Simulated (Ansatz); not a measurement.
Species: Si₂H₅, charge 1, singlet. Si2H5+ (parent SMILES [SiH2][SiH3], singlet).
B3LYP-D3(BJ)/def2-TZVP minimum from Ansatz (a first-principles code):
```
Si
H 1 1.4714
H 1 1.4714 2 116.46
H 1 1.4804 2 114.19 3 136.50
Si 1 2.3706 2 105.25 4 107.38
H 5 1.4763 1 123.94 2 153.61
H 5 1.4763 6 112.03 1 -176.74
```
Charge +1, spin multiplicity 1.

Hartree-Fock and CCSD(T) correlation energies in hartree (Ansatz). UHF or UKS for unpaired electrons; spin-orbit terms are left out. Cores are frozen in correlated methods. No relativity. The spin of H5Si2+ (parent SMILES [SiH2][SiH3], singlet) was assumed, and the state is the lowest solution found for it.

```
basis        X       E(HF)  E(corr, CCSD(T))
-----------  -  ----------  ----------------
cc-pV(T+d)Z  3  -580.49727          -0.27612
cc-pV(Q+d)Z  4  -580.50428          -0.28975
cc-pV(5+d)Z  5  -580.50556          withheld
```

### Question
Fit E(corr) = E∞ + A/X³ to X = 3 and 4, predict X = 5, and compare with the run.

### Answer
A = (-0.27612 - (-0.28975))/(1/27 - 1/64) = 0.6366; E∞ = -0.28975 - A/64 = -0.29970; at X = 5, E∞ + A/125 = -0.29460. The run gave -0.29383, 0.77 mEh above the prediction. The same form on X = 4 and 5 gives E∞ = -0.29811, 1.59 mEh above the first estimate.
